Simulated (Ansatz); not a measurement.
Geometry optimisation, DFT PBE, scalar-relativistic, plane waves, PAW in Ansatz 0.2.0.

Input file:

```yaml
crystal:
  lattice:
    - [0.0, 5.43, 5.43]
    - [5.43, 0.0, 5.43]
    - [5.43, 5.43, 0.0]
  atoms:
    - { symbol: Si, position: [0.0, 0.0, 0.0] }
    - { symbol: Si, position: [0.125, 0.125, 0.125] }
    - { symbol: Si, position: [0.0, 0.0, 0.5] }
    - { symbol: Si, position: [0.125, 0.125, 0.625] }
    - { symbol: Si, position: [0.0, 0.5, 0.0] }
    - { symbol: Si, position: [0.125, 0.625, 0.125] }
    - { symbol: Si, position: [0.0, 0.5, 0.5] }
    - { symbol: Si, position: [0.125, 0.625, 0.625] }
    - { symbol: Si, position: [0.5, 0.0, 0.0] }
    - { symbol: Si, position: [0.625, 0.125, 0.125] }
    - { symbol: Si, position: [0.5, 0.0, 0.5] }
    - { symbol: Si, position: [0.625, 0.125, 0.625] }
    - { symbol: Si, position: [0.5, 0.5, 0.0] }
    - { symbol: Si, position: [0.625, 0.625, 0.125] }
    - { symbol: Si, position: [0.5, 0.5, 0.5] }
    - { symbol: Si, position: [0.625, 0.625, 0.625] }
    - { symbol: Ti, position: [0.8746031, 0.3799803, 0.877536] }
basis:
  ecutwfc: 420.0
kpoints:
  mp_grid: { grid: [2, 2, 2] }
hamiltonian:
  xc: pbe
  pseudopotentials: { kind: paw, azcp: { folder: soft_1 } }
scf:
  occupations: { method: gaussian, width: 0.02 }
  lower_state_search: "off"
relax:
  f_tol: 0.03
  max_steps: 60
  adjacent_minimum: "off"
```

Command:

```bash
$ ansatz run input.yaml --threads 1 --pin off --max-ram 3072MiB --backend cpu --events-out ev --progress --plain --runs-dir out
```

Problem. Where does it end, and by what steps?

Solution. It converged. The force dipped under the threshold on the way, but the program's further checks kept it going. Limits of this set-up: coarse k mesh, a small cell, in which the defect meets its images. After 18 steps the energy has fallen by 0.411 eV; Si13 moved furthest, 0.13 Å.

```csv
step,energy less start (eV),largest force component (eV/Å),accepted
0,0.0000,1.288,yes
1,-0.3797,0.375,yes
2,-0.4058,0.046,yes
3,-0.4064,0.046,yes
4,-0.4064,0.038,yes
5,-0.4067,0.051,yes
6,-0.4074,0.058,yes
7,-0.4080,0.044,yes
8,-0.4084,0.022,yes
9,-0.4084,0.022,yes
10,-0.4087,0.018,yes
11,-0.2298,0.654,no
12,-0.4092,0.020,yes
13,-0.3428,0.417,no
14,-0.4083,0.091,no
15,-0.4105,0.029,yes
16,-0.4109,0.035,yes
17,-0.4114,0.018,yes
18,-0.4114,0.018,yes
```

```xyz
17
Lattice="0.0000 5.4300 5.4300 5.4300 0.0000 5.4300 5.4300 5.4300 0.0000" Properties=species:S:1:pos:R:3
Si -0.038 -0.018 -0.039
Si 1.360 1.360 1.359
Si 2.711 2.717 0.007
Si 4.017 4.072 1.405
Si 2.758 -0.016 2.757
Si 4.075 1.277 4.075
Si 5.338 2.697 2.809
Si 6.745 4.072 4.130
Si 0.009 2.717 2.710
Si 1.406 4.073 4.016
Si 2.738 5.493 2.736
Si 4.077 6.844 4.075
Si 2.809 2.699 5.338
Si 4.131 4.072 6.744
Si 5.413 5.490 5.412
Si 6.790 6.802 6.789
Ti 6.790 9.462 6.789
```

Time of the run: 97 s on 1 thread of Arm Neoverse V2 (shared host), peak memory 0.55 GiB.
